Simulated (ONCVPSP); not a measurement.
**Which change was made? (V, ONCV)**

- Element: vanadium
- Generator: ONCVPSP 4.0.1
- Type: optimised norm-conserving Vanderbilt (ONCV)
- Functional: PBE
- Relativity: non-relativistic
- Frozen core: [Ne]
- Valence charge: 13
- Reference configuration: 3s2 3p6 3d3 4s2
- Partial waves: 3s+4s: rc 1.40 bohr, ncon 4, nbas 8, qcut 6.9 1/bohr, 2 projectors; 3p: rc 1.25 bohr, ncon 4, nbas 8, qcut 9.7 1/bohr, 1 projector; 3d: rc 2.20 bohr, ncon 4, nbas 8, qcut 7.5 1/bohr, 1 projector; f scattering state at 0.37 Ha: rc 2.35 bohr, ncon 4, nbas 7, qcut 5.4 1/bohr, 2 projectors, debl 1.4 Ha
- Local potential: polynomial inside 1.00 bohr (lpopt 5, dvloc0 -1 Ha)
- Core correction: Teter function fitted to the true core (icmod 2), fcfact 0.7

Cutoffs, loose and tight: the cutoffs (Ha) at which the residual kinetic energy of the hardest occupied pseudo-wave falls to 1 and 0.1 mHa per electron. They do not see the model core or the augmentation charge, which bear on the density cutoff. Test errors are all-electron minus pseudo excitation energies from the reference, over the configurations 3s2 3p6 3d3 4s1; 3s2 3p6 3d3 4s0; 3s2 3p6 3d2 4s0; 3s1 3p6 3d3 4s2; variants that change the core or the reference have their own tests.

The base gives: outcome: generated; cutoff, loose: 22 Ha; cutoff, tight: 36 Ha; bound ghosts: none; GHOST(+) flags above zero: f; largest test error (meV): -465.

(1) After one change the result is: outcome: generated; cutoff, loose: 40 Ha; cutoff, tight: 97 Ha; bound ghosts: none; GHOST(+) flags above zero: f; largest test error (meV): -248. Which change was it?
A. d: rc 2.86
B. d: rc 1.54
C. d: rc 1.7

Results:

(1) B. The others give: d: rc 2.86 → outcome: generated; cutoff, loose: 22 Ha; cutoff, tight: 36 Ha; bound ghosts: none; GHOST(+) flags above zero: f; largest test error (meV): -686 | d: rc 1.7 → outcome: generated; cutoff, loose: 26 Ha; cutoff, tight: 56 Ha; bound ghosts: none; GHOST(+) flags above zero: f; largest test error (meV): -299.
